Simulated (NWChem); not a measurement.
# C4H6O2; SMILES C=CC(=O)OC

```xyz
12

C     -0.0259    -2.4826     0.0000
C     -0.6569    -1.3071     0.0000
C      0.1137    -0.0399     0.0000
O      1.3156     0.0514     0.0000
O     -0.7062     1.0198     0.0000
C     -0.0749     2.2866     0.0000
H      1.0678    -2.5120     0.0000
H     -0.5726    -3.4283     0.0000
H     -1.7467    -1.2243     0.0000
H      0.5591     2.4098     0.8909
H      0.5591     2.4098    -0.8909
H     -0.8779     3.0330     0.0000
```
Atoms are numbered in this order, from 1.

Results from NWChem. Pople sets run with spherical d functions. Medium grid unless said otherwise, to which SCAN and Minnesota functionals are sensitive. The geometry was optimised at PBE0/def2-SVP. Level r2SCAN/6-31G*: energy and gradient; each run changes one setting, and changes count from the defaults (medium grid, exact Coulomb integrals, symmetry on).

Task: Which setting moves the energy most, and by about how much (defaults; Coulomb fitting, Ahlrichs set; extra-fine grid; symmetry off)?

Result: Coulomb fitting, Ahlrichs set, by about 900 μHa.
| setting | size of the energy change (μHa) | largest change of a gradient component (μHa/bohr) | time, defaults = 1 (rough) |
|---|---|---|---|
| defaults | < 10 | < 30 | about 1 |
| extra-fine grid | 100 | 100 | 3 |
| Coulomb fitting, Ahlrichs set | 900 | 90 | about 1 |
| symmetry off | < 10 | other frame | about 1 |
